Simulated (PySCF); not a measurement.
**How the method changes the constants of PtN**

State: doublet, unpaired electrons π ↑, a mixture of terms (⟨Lz²⟩ = 2.3). Set-up: PySCF, spin-free X2C with a Gaussian nucleus, basis sets Pt x2c-TZVPPall, N x2c-TZVPPall. De refers to Pt (5d9 6s1) + N in their high-spin ground configurations, without counterpoise correction. The functionals are run spin-unrestricted. A positive dipole means Pt(−)N(+). Levels whose curve was spin-contaminated or gave no clean fit are not listed.

| Level | Re (Å) | ωe (cm⁻¹) | De (eV) | μ (D) | CPU s a point (SCF and correlation, without the integrals) |
| --- | --- | --- | --- | --- | --- |
| LDA | 1.652 | 1051 | n/a | -1.53 | 1.9 |
| PBE | 1.675 | 997 | 4.79 | -1.60 | 4.5 |
| BP86 | 1.677 | 993 | 4.80 | -1.58 | 1.9 |
| r²SCAN | 1.661 | 1028 | 4.13 | -1.73 | 3.5 |
| PBE0 | 1.661 | 1028 | 3.54 | -1.93 | 6.7 |
| M06 | 1.671 | 950 | 3.10 | -1.81 | 6.5 |
| MN15 | 1.656 | 1034 | 3.49 | -1.91 | 6.9 |
| ωB97X-V | 1.657 | 1035 | 3.45 | -2.24 | 27 |

(1) What does the step from GGA to meta-GGA do here, going from PBE to r²SCAN?

(2) What does the gradient correction do here, going from LDA to PBE?

The metal atom is held in its measured ground configuration; semilocal functionals can put another filling of s and d lower by some tenths of an eV, and De to that atom would be smaller. These are scalar-relativistic numbers at best; spin–orbit coupling would shift them, the dissociation energy most. Counting both spins, an empty level lies below a filled one in some of these solutions, because spin and occupation are held. With d or f electrons several states lie close, and the lowest PBE0 determinant need not be the measured ground state.

The whole job (state search and all levels along the bond) took about 13 min on 2 threads of Intel Xeon Platinum 8375C @ 2.90GHz (shared host), peak memory 8.8 GiB.

Answers

(1) r²SCAN less PBE: -1.4 pm in Re, +3.1 % in ωe, -0.66 eV in De. 

(2) PBE less LDA: +2.3 pm in Re, -5.1 % in ωe. The gradient correction favours the more uneven density of free atoms, so it tends to lengthen bonds and takes away much of the overbinding of LDA; so it does here.
